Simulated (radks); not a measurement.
Valence configurations of Tc II (all share [Kr]). Calculated with a radial shooting solver on a logarithmic mesh with Libxc functionals: scalar-relativistic Kohn-Sham, PBE, spin-polarised, spherical densities, finite nucleus; open shells are filled with parallel spins first (spin-orbit coupling, left out, can overturn this in heavy ions); Fermi nuclear charge, rms radius 4.4112 fm. Energies are relative to 4d5 5s1; eigenvalues in eV for spin up.

| valence | E (eV) | moment (Bohr magnetons) | e(4d) | e(5p) | e(5s) |
|---|---|---|---|---|---|
| 4d5 5s1 | 0.000 | 6 | -15.323 | - | -12.157 |
| 4d5.5 5s0.5 | 0.374 | 5 | -13.857 | - | -11.439 |
| 4d6 | 0.793 | 4 | -12.451 | - | - |
| 4d4.5 5s1.5 | 2.917 | 5 | -16.711 | - | -12.674 |
| 4d5 5p1 | 4.838 | 6 | -16.464 | -7.998 | - |
| 4d4 5s2 | 5.940 | 4 | -18.108 | - | -13.137 |
| 4d4 5s1 5p1 | 9.128 | 6 | -19.246 | -8.940 | -14.233 |
| 4d3 5s2 5p1 | 17.253 | 4 | -22.132 | -9.601 | -15.208 |
| 4d3 5s1 5p2 | 20.640 | 6 | -23.139 | -10.411 | -16.178 |
| 4d1 5s1 5p4 | 53.792 | 4 | -30.962 | -12.864 | -19.536 |

NIST lists [Kr] 4d5 5s1 as the ground configuration; this level of theory agrees among the configurations tried. The energies are those of spherical high-spin densities, not of single terms.
